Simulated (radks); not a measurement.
Values are calculated unless marked as measured or tabulated.
Trend from Lu3+ to Hg3+: ionisation energy by Delta-SCF between NIST ground configurations, and size. Level of theory: Dirac Kohn-Sham, PBE, spin-unpolarised, spherical densities, finite nucleus; open shells are shared between the two j in proportion to 2j + 1; Fermi nuclear charge, rms radius of each element as measured or else 0.836 A^(1/3) + 0.57 fm (a radial shooting solver on a logarithmic mesh with Libxc functionals).

| species | configuration | IE (eV) | NIST (eV) | kind | -e(HOMO) (eV) | outermost | <r> outermost (bohr) | r at 0.001 e/bohr^3 (bohr) |
|---|---|---|---|---|---|---|---|---|
| Lu3+ | [Xe] 4f14 | 46.576 | 45.25 | semi-emp. | 35.470 (4f7/2) | 5p3/2 | 1.40 | 3.06 |
| Hf3+ | [Xe] 4f14 5d1 | 32.829 | 33.37 | semi-emp. | 26.826 (5d5/2) | 5d5/2 | 1.96 | 3.29 |
| Ta3+ | [Xe] 4f14 5d2 | 35.018 | 35 | theory | 28.778 (5d5/2) | 5d5/2 | 1.86 | 3.40 |
| W3+ | [Xe] 4f14 5d3 | 37.187 | 38.2 | semi-emp. | 30.702 (5d5/2) | 5d5/2 | 1.78 | 3.43 |
| Re3+ | [Xe] 4f14 5d4 | 39.334 | 39 | theory | 32.594 (5d5/2) | 5d5/2 | 1.70 | 3.43 |
| Os3+ | [Xe] 4f14 5d5 | 41.456 | 41 | theory | 34.453 (5d5/2) | 5d5/2 | 1.63 | 3.41 |
| Ir3+ | [Xe] 4f14 5d6 | 43.555 | 40 | theory | 36.283 (5d5/2) | 5d5/2 | 1.56 | 3.38 |
| Pt3+ | [Xe] 4f14 5d7 | 45.633 | 43 | theory | 38.088 (5d5/2) | 5d5/2 | 1.51 | 3.34 |
| Au3+ | [Xe] 4f14 5d8 | 47.695 | 45 | theory | 39.870 (5d5/2) | 5d5/2 | 1.45 | 3.30 |
| Hg3+ | [Xe] 4f14 5d9 | 49.742 | 48.6 | exp. | 41.634 (5d5/2) | 5d5/2 | 1.41 | 3.25 |

Reference values: NIST Atomic Spectra Database (exp. = measured, semi-emp. = semi-empirical, theory = theoretical value adopted there). Spin polarisation and multiplet splitting are left out, so open shells lie too high by an amount that depends on their filling. Sharing an open shell by 2j + 1 raises it above the true ground level by a part of the spin-orbit splitting, which enters the differences from NIST.

Beside tabulated values, note that spin-unpolarised runs miss the spin-polarisation part of the exchange energy of open shells.
